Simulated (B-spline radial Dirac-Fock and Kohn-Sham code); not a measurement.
Ionisation energies of bismuth ions, computed and tabulated

These are calculated numbers from a radial finite-basis atomic code; the model is Dirac-Fock ΔSCF + Breit + QED. Each value is the difference of the configuration-average energies of two neighbouring ions in their tabulated ground configurations. Correlation and solid-state effects are left out. NIST's values refer to the lowest levels; many for high charge states are themselves semi-empirical or theoretical. Where a p, d or f shell is open in either ion the computed value averages over both j values and all terms, while the table refers to the lowest levels; that difference holds spin-orbit splitting (largest in heavy or highly charged ions), term energies where several electrons share open shells, and correlation, and it can reach 10 % or more.

```
  ion           configuration  computed (eV)  NIST (eV)         kind  NIST − computed (eV)
Bi¹⁹⁺  [Kr] 4d10 4f14 5s2 5p2          484.4   520 ± 30  theoretical                +35.60
Bi²⁰⁺  [Kr] 4d10 4f14 5s2 5p1          511.6   550 ± 30  theoretical                +38.38
Bi²⁴⁺          [Kr] 4d10 4f13          779.8   750 ± 40  theoretical                -29.78
Bi²⁵⁺          [Kr] 4d10 4f12          831.3   810 ± 40  theoretical                -21.33
Bi²⁶⁺          [Kr] 4d10 4f11          884.0   870 ± 50  theoretical                -14.04
Bi²⁷⁺          [Kr] 4d10 4f10          937.9   930 ± 50  theoretical                 -7.88
Bi²⁸⁺           [Kr] 4d10 4f9          992.9   990 ± 50  theoretical                 -2.85
Bi²⁹⁺           [Kr] 4d10 4f8         1048.9  1060 ± 50  theoretical                +11.07
Bi³⁰⁺           [Kr] 4d10 4f7         1106.1  1120 ± 60  theoretical                +13.88
```
